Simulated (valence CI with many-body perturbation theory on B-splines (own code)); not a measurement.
Results of a calculation; reference values are marked as such.
## Level structure of Ho LXI

Level of theory: relativistic CI+MBPT: five valence electrons over a frozen Dirac-Fock core [He], a basis of 9 s, 9 p, 8 d, 6 f, 3 g, 1 h functions for each j, with the one-electron correlation potential Σ1, the two-electron term Σ2, the three-electron term Σ3, Breit, model QED; selected CI, second order for the rest (own B-spline code, finite nucleus).

No measured spectrum was set against this ion. As an estimate, large intervals hold to a few tenths of a per cent, small ones and those within an open d or f shell to about a per cent. Among the levels kept, up to 1100 cm⁻¹ of a level comes from second order outside the variational space, and about a tenth of that is noise between levels of different J, which matters for small intervals.

Levels 46 to 73 of 73, with energies above the lowest level, (2s^2 2p1/2^2 2p3/2) J=3/2. "Leading %" is the weight of the configuration and term that name the level; weights of strongly mixed levels are sums over their largest components and can fall short. In the jj column 3d3/2^4 stands for four electrons in 3d with j = 3/2.

| No. | Configuration | Term | J | E (eV) | Leading % | Second component | g | Leading jj |
| --- | --- | --- | --- | --- | --- | --- | --- | --- |
| 46 | 2s²2p²3d | ⁴D | 1/2 | 8528.1 | 79 | 14 % 2s²2p²3d ²P | 0.235 | 2s^2 2p1/2 2p3/2 3d3/2 (99 %) |
| 47 | 2s²2p²3d | ²G | 7/2 | 8540.3 | 53 | 25 % 2s²2p²3d ²F | 1.012 | 2s^2 2p1/2 2p3/2 3d3/2 (98 %) |
| 48 | 2s²2p²3d | ²D | 5/2 | 8554.7 | 35 | 32 % 2s²2p²3d ²F | 1.135 | 2s^2 2p1/2 2p3/2 3d3/2 (96 %) |
| 49 | 2s²2p²3d | ²D | 3/2 | 8561.0 | 44 | 15 % 2s²2p²3d ²P | 1.097 | 2s^2 2p1/2 2p3/2 3d3/2 (94 %) |
| 50 | 2s²2p²3d | ²P | 1/2 | 8569.7 | 35 | 32 % 2s²2p²3d ⁴P | 1.630 | 2s^2 2p1/2 2p3/2 3d3/2 (96 %) |
| 51 | 2s²2p²3d | ⁴D | 7/2 | 8587.6 | 46 | 38 % 2s²2p²3d ⁴F | 1.298 | 2s^2 2p1/2 2p3/2 3d5/2 (99 %) |
| 52 | 2s²2p²3d | ²P | 3/2 | 8605.0 | 38 | 28 % 2s²2p²3d ⁴P | 1.328 | 2s^2 2p1/2 2p3/2 3d5/2 (98 %) |
| 53 | 2s²2p²3d | ²G | 9/2 | 8607.0 | 64 | 36 % 2s²2p²3d ⁴F | 1.170 | 2s^2 2p1/2 2p3/2 3d5/2 (100 %) |
| 54 | 2s²2p²3d | ²F | 5/2 | 8607.2 | 44 | 21 % 2s²2p²3d ⁴D | 1.138 | 2s^2 2p1/2 2p3/2 3d5/2 (97 %) |
| 55 | 2s²2p²3d | ²D | 5/2 | 8622.9 | 60 | 24 % 2s²2p²3d ⁴P | 1.240 | 2s^2 2p1/2 2p3/2 3d5/2 (97 %) |
| 56 | 2s²2p²3d | ²F | 7/2 | 8630.5 | 69 | 13 % 2s²2p²3d ²G | 1.122 | 2s^2 2p1/2 2p3/2 3d5/2 (98 %) |
| 57 | 2s²2p²3d | ²D | 3/2 | 8635.5 | 58 | 29 % 2s²2p²3d ²P | 0.962 | 2s^2 2p1/2 2p3/2 3d5/2 (99 %) |
| 58 | 2s²2p²3d | ²P | 1/2 | 8640.2 | 58 | 36 % 2s²2p²3d ²S | 1.195 | 2s^2 2p1/2 2p3/2 3d5/2 (99 %) |
| 59 | 2s2p³3p | ⁴D | 7/2 | 8693.0 | 49 | 28 % 2s2p³3p ⁶P | 1.430 | 2s 2p1/2^2 2p3/2 3p3/2 (98 %) |
| 60 | 2s2p³3p | ⁴P | 3/2 | 8701.6 | 31 | 25 % 2s2p³3p ²P | 1.516 | 2s 2p1/2^2 2p3/2 3p3/2 (99 %) |
| 61 | 2s2p³3p | ⁴P | 5/2 | 8717.7 | 38 | 21 % 2s2p³3p ²D | 1.412 | 2s 2p1/2^2 2p3/2 3p3/2 (98 %) |
| 62 | 2s2p³3p | ²P | 1/2 | 8721.7 | 39 | 25 % 2s2p³3p ⁴P | 1.442 | 2s 2p1/2^2 2p3/2 3p3/2 (99 %) |
| 63 | 2s2p³3p | ²D | 5/2 | 8777.3 | 32 | 20 % 2s2p³3p ⁴P | 1.255 | 2s 2p1/2^2 2p3/2 3p3/2 (99 %) |
| 64 | 2s2p³3d | ⁴D° | 5/2 | 8782.6 | 30 | 19 % 2s2p³3d ⁶D° | 1.250 | 2s 2p1/2^2 2p3/2 3d3/2 (99 %) |
| 65 | 2s2p³3d | ⁴D° | 3/2 | 8787.2 | 29 | 24 % 2s2p³3d ⁶D° | 1.356 | 2s 2p1/2^2 2p3/2 3d3/2 (99 %) |
| 66 | 2s2p³3d | ⁴F° | 7/2 | 8790.1 | 24 | 17 % 2s2p³3d ²F° | 1.237 | 2s 2p1/2^2 2p3/2 3d3/2 (95 %) |
| 67 | 2s2p³3d | ⁴P° | 1/2 | 8790.6 | 46 | 28 % 2s2p³3d ⁶D° | 2.279 | 2s 2p1/2^2 2p3/2 3d3/2 (99 %) |
| 68 | 2s2p³3p | ²P | 3/2 | 8792.6 | 35 | 14 % 2s2p³3p ⁴D | 1.220 | 2s 2p1/2^2 2p3/2 3p3/2 (99 %) |
| 69 | 2s2p³3p | ⁴P | 1/2 | 8796.9 | 40 | 17 % 2s2p³3p ²S | 1.757 | 2s 2p1/2^2 2p3/2 3p3/2 (99 %) |
| 70 | 2s2p³3d | ⁴F° | 9/2 | 8846.2 | 50 | 28 % 2s2p³3d ⁶D° | 1.333 | 2s 2p1/2^2 2p3/2 3d5/2 (99 %) |
| 71 | 2s2p³3d | ²D° | 3/2 | 8854.9 | 31 | 17 % 2s2p³3d ⁴F° | 0.959 | 2s 2p1/2^2 2p3/2 3d3/2 (72 %) |
| 72 | 2s2p³3d | ²F° | 5/2 | 8865.3 | 34 | 16 % 2s2p³3d ²D° | 0.984 | 2s 2p1/2^2 2p3/2 3d3/2 (81 %) |
| 73 | 2s2p³3d | ⁴D° | 5/2 | 8869.2 | 31 | 16 % 2s2p³3d ⁴P° | 1.265 | 2s 2p1/2^2 2p3/2 3d5/2 (81 %) |
